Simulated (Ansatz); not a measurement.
Ansatz (a program for electronic structure) input:

Ansatz 0.2 input:
```yaml
crystal:
  periodic: [false, false, false]
  atoms:
    - {symbol: In, position_ang: [1.27230024, 0.09623716, -0.01291299]}
    - {symbol: I, position_ang: [-0.74208703, 1.79321673, -1.46642343]}
    - {symbol: I, position_ang: [-0.43419054, -1.88219071, 1.47836185]}
basis:
  gaussian:
    orbitals: def2-TZVPD
hamiltonian:
  xc: {name: B2PLYP}
total_charge: -1
magnetization: {spin_polarized: false}
correlation: {electrons: outside_noble_gas}
```

Which total energy does the run end on?

-784.94277 Eh (B2PLYP/def2-TZVPD). The basis has 174 functions.
